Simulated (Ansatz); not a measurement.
Coupled-cluster diagnostics for the cluster Ca₂Si₂⁺, Ansatz.

Geometry of the doublet (r2SCAN-D4/def2-TZVP):

```xyz
4

Ca   -0.9478    0.7810   -1.6357
Ca   -0.1091   -2.0116    0.3553
Si    1.4166    0.4607    0.0546
Si   -0.3596    0.7699    1.2258
```

Correlated methods freeze 20 core orbitals; core or outer-core shells of Ca are correlated, in sets that lack core-valence functions. Another isomer (doublet) lies 0.58 eV lower at PBE0-D4/def2-TZVP; other spin states weren't run for this one.

Task: Estimate the CCSD(T) correlation energy, the shares of MP2 and (T), T1 and the reference's ⟨S²⟩ for: charge 1, doublet, own geometry in def2-TZVPP; and the rough time on 4 threads of Arm Neoverse V1 on a shared host.

Result: 
| state | basis | correlation (eV) | MP2 share (%) | (T) share (%) | T1 | ⟨S²⟩ (pure) | wall time | remarks |
| --- | --- | --- | --- | --- | --- | --- | --- | --- |
| charge 1, doublet, own geometry | def2-TZVPP | -18.503 | 85.8 | 4.7 | 0.064 | 1.47 (0.75) | 81 s | large T1, spin-contaminated |
Customary marks for T1 are 0.02 (closed shells), 0.045 (open shells) and about 0.05 (3d metals). T1 exceeds 0.02 in 1 of 1 rows and 0.045 in 1; the higher it lies, the less the single-reference result can be trusted.
